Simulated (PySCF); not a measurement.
Selenium: a sound run and one with changed settings

Sound run: Se [Ar] 3d10 4s2 4p4, Se+ [Ar] 3d10 4s2 4p3. Calculation: PySCF 2.14, in def2-TZVP; no relativity, point nucleus. The sound run starts from symmetry-adapted Hartree-Fock orbitals and uses a fine grid where one is needed.

Changed run: 14 angular points. This setting is unsound on purpose.

```json
{"species": "Se", "method": "UHF", "sound run (hartree)": "-2399.82719", "changed run (hartree)": "-2399.82719", "converged": "yes"}
{"species": "Se", "method": "PBE0", "sound run (hartree)": "-2401.20505", "changed run (hartree)": "-2401.20504", "converged": "yes"}
{"species": "Se", "method": "MN15", "sound run (hartree)": "-2401.81624", "changed run (hartree)": "-2401.81710", "converged": "yes"}
{"species": "Se+", "method": "UHF", "sound run (hartree)": "-2399.51162", "changed run (hartree)": "-2399.51162", "converged": "yes"}
{"species": "Se+", "method": "PBE0", "sound run (hartree)": "-2400.84988", "changed run (hartree)": "-2400.84988", "converged": "yes"}
{"species": "Se+", "method": "MN15", "sound run (hartree)": "-2401.46519", "changed run (hartree)": "-2401.46519", "converged": "yes"}
```

Ionisation energy of Se:

| method | sound run (eV) | changed run (eV) |
| --- | --- | --- |
| UHF | 8.587 | 8.587 |
| PBE0 | 9.665 | 9.665 |
| MN15 | 9.553 | 9.576 |

A coarse angular grid integrates products of high-l functions wrongly, so density functionals can shift, and the SCF can exploit the error; Hartree-Fock and MP2 need no grid.

For comparison, NIST gives 9.752 eV between the lowest levels.
